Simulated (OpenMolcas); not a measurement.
**Mo4+: effect of the metal basis and ligand basis**

Mo4+ with 6 ligands (fluoride) in octahedral coordination (Oh) at 1.96 Å. A charge of +0.333 e stands 2.4 Å behind each ligand.

```yaml
Program: OpenMolcas 26.06
Method: "SS-CASPT2, IPEA 0.25 Eh, imaginary shift 0.1 Eh (closed shells correlated: 4s 4p and the ligand valence shells)"
Spin-orbit_coupling: state interaction with AMFI integrals over the reference wave functions
```

Fixed: active space 2 electrons in 5 orbitals (4d), DKH2 Hamiltonian.

States (labels of O, the rotations of Oh). Energies in cm-1 above the lowest state or level, χT in cm3 K/mol; under a threefold ground state the first gap can be a small split of the lowest multiplet, not the spin-orbit step; 10Dq and B are least-squares fits to the states below 45000 cm-1, weighted by degeneracy, with a free offset, and given where the rms deviation is under 5 % of |10Dq| (or 100 cm-1) and under 700 cm-1.

```json
{"Run": "A", "Metal basis": "ANO-RCC-VDZP", "Ligand basis": "ANO-RCC-VDZP", "Ground state": "3T1", "First state of that spin": "3T2 29670", "10Dq": "30207", "B (rms of fit)": "596 (396)", "First gap with spin-orbit (degeneracies)": "31 (2, 3)", "χT at 300 K": "0.376", "First state of another spin": "1T2 8110", "Cost": "roughly 50 core-seconds"}
{"Run": "B", "Metal basis": "ANO-RCC-VTZP", "Ligand basis": "ANO-RCC-VTZP", "Ground state": "3T1", "First state of that spin": "3T2 28930", "10Dq": "29830", "B (rms of fit)": "552 (232)", "First gap with spin-orbit (degeneracies)": "33 (2, 3)", "χT at 300 K": "0.377", "First state of another spin": "1T2 7490", "Cost": "roughly 7 core-minutes"}
```

Against A, |10Dq| changes by -1.2 % in B.

Costs are those of the CASPT2 steps.

Roots that are degenerate in the reference are averaged as groups; the widest CASPT2 spread within a group is 320 cm-1 (the 3-fold group of multiplicity 1 near 37300 cm-1 above the lowest state of its run, A). Shifts and gaps below about the spread of the groups concerned are not significant. Over all roots computed the reference weight is 0.70 to 0.71 in A, 0.69 to 0.70 in B; a low but even weight reflects the number of correlated electrons. An orbital triplet at a regular site is open to Jahn-Teller coupling, which can distort the site and quench the lowest spin-orbit gaps and is left out. Ligand-to-metal charge-transfer states are missing. With no ligand orbital active B as a rule stays too high, so bands that hang on it stand too high and its fall with covalency is understated. With one d shell and no ligand orbital active, 10Dq can be off by a tenth or more. The least metal-like active orbital is 78 % on the metal (Löwdin) and no ligand orbital is active, so the numbers are rough (holds for A). The least metal-like active orbital is 73 % on the metal (Löwdin) and no ligand orbital is active, so the numbers are rough (holds for B). No measured value stands beside these numbers; the geometry was imposed, not optimised, and the real ion may take another.
